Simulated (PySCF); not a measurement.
**How methods differ on the fine-structure interval of Os(49+)**

Os(49+) [Ar] 3d9 [3d3/2^4 3d5/2^5, M_J = 5/2] → Os(49+) [Ar] 3d9 [3d3/2^3 3d5/2^6, M_J = 3/2], as a difference of total energies. All numbers are calculated (PySCF 2.14, the two-component X2C-1e Hamiltonian, in an even-tempered Gaussian basis (15 s from 13 bohr⁻², ratio 2.8; 13 p from 16 bohr⁻², ratio 2.8; 8 d from 16 bohr⁻², ratio 2.8; 3 f from 61 bohr⁻², ratio 3)). Correlated levels: [Ne] frozen; the 76 highest virtual spinors dropped. "Screened" scales the spin-orbit matrix elements by Boettger's factors to mimic the two-electron term; Breit and QED terms are absent.

| method | fine-structure interval (cm⁻¹) |
| --- | --- |
| GHF (screened spin-orbit) | 625890 |
| GMP2 (screened spin-orbit) | 625380 |
| GHF (bare spin-orbit) | 721820 |
